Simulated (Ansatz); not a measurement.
Mulliken charges of `[NH2][Hf]([OH])([F])[Cl]` from B3LYP/def2-TZVPP in Ansatz (PBE0-D4/def2-TZVP geometry).

```csv
atom,x (Å),y (Å),z (Å),charge (e)
N1,1.389,0.587,0.107,-0.440
Hf2,-0.406,-0.158,-0.432,1.070
O3,-1.204,-0.818,1.168,-0.429
F4,-0.118,-1.502,-1.759,-0.356
Cl5,-1.730,1.543,-1.417,-0.316
H6,2.134,0.842,-0.527,0.140
H7,1.691,0.763,1.054,0.144
H8,-1.756,-1.257,1.807,0.187
```

**Question.** By hand: the dipole of these point charges (1 e Å = 4.8032 D).

**Answer.** Σ q r = (0.274, -0.037, 0.479) e Å, of length 0.553 e Å = 2.66 D.

**Question.** How does the dipole of the full density compare? (Best estimate.)

**Answer.** Computed: (0.218, -0.135, 0.589) e Å, 3.09 D; the point charges give 0.86 times that, at 13° from its direction.

Point charges leave out the atoms' own dipoles, such as those of lone pairs, and Mulliken's split depends on the basis, so the close match here is no proof of good charges.

B3LYP here is the variant with VWN-RPA as its local correlation; programs differ in this.
